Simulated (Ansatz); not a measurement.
`[NH2][Ge][N]([SiH3])[SiH3]` at its PBE0-D4/def2-TZVP geometry, where that method's forces vanish. Total charge 0; spin multiplicity 1.

| atom | x (Å) | y (Å) | z (Å) |
| --- | --- | --- | --- |
| N1 | -1.6621 | -1.9337 | -0.0872 |
| Ge2 | 0.0186 | -1.7737 | -0.7760 |
| N3 | 0.4030 | -0.0233 | -0.2068 |
| Si4 | 1.9130 | 0.6608 | -0.7192 |
| Si5 | -0.6133 | 0.9158 | 0.8345 |
| H6 | -2.1599 | -2.8013 | -0.2096 |
| H7 | -2.2361 | -1.2343 | 0.3594 |
| H8 | 1.7094 | 1.8714 | -1.5607 |
| H9 | 2.6340 | -0.3671 | -1.5174 |
| H10 | 2.7557 | 1.0555 | 0.4429 |
| H11 | -1.9978 | 1.0216 | 0.2933 |
| H12 | -0.0507 | 2.2885 | 0.9527 |
| H13 | -0.7138 | 0.3199 | 2.1942 |

Task: For each bond, give half the difference of the two atoms' forces along it (eV/Å; positive pushes the atoms apart) under PBE-D4, r2SCAN-D4, B3LYP-D4, ωB97M-V in def2-TZVPP. (An estimate is asked.)

Result: Computed: 
```
   bond  length (Å)  PBE-D4  r2SCAN-D4  B3LYP-D4  ωB97M-V
 N1–Ge2       1.823    0.25       0.04      0.26     0.03
  N1–H6       1.008    0.16       0.02     -0.07     0.00
  N1–H7       1.009    0.16       0.01     -0.09    -0.05
 Ge2–N3       1.880    0.22       0.05      0.24     0.03
 N3–Si4       1.735    0.10       0.05      0.05     0.10
 N3–Si5       1.732    0.07       0.03      0.06     0.09
 Si4–H8       1.488    0.04      -0.03     -0.08    -0.12
 Si4–H9       1.488    0.05      -0.05     -0.10    -0.12
Si4–H10       1.489    0.04      -0.03     -0.08    -0.12
Si5–H11       1.490    0.05      -0.03     -0.10    -0.13
Si5–H12       1.488    0.03      -0.04     -0.09    -0.10
Si5–H13       1.488    0.04      -0.03     -0.09    -0.13
```

B3LYP here is the variant with VWN-RPA as its local correlation; programs differ in this.
